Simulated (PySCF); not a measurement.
BHO, SMILES B=O. Geometry: PBE-D3(BJ)/def2-TZVPD.

Calculation: PBE-D3(BJ)/def2-TZVPD (PySCF).

Harmonic wavenumbers (cm⁻¹): 743, 743, 1807, 2830. Rotational constants (GHz): 38.98 (linear); symmetry number 1.

Q: Work out the zero-point energy and the ideal-gas rigid-rotor harmonic-oscillator thermochemistry at 298.15 K and 1 atm.

A: ZPE = ½ Σ hcν = ½ × 6122 cm⁻¹ = 36.62 kJ/mol. H − E(el) = 45.81 kJ/mol. Entropy in J/(mol K): translation 150.22, rotation 50.48, vibration 2.18, total 202.89. G − E(el) = -14.68 kJ/mol. Cp = 35.48 J/(mol K).
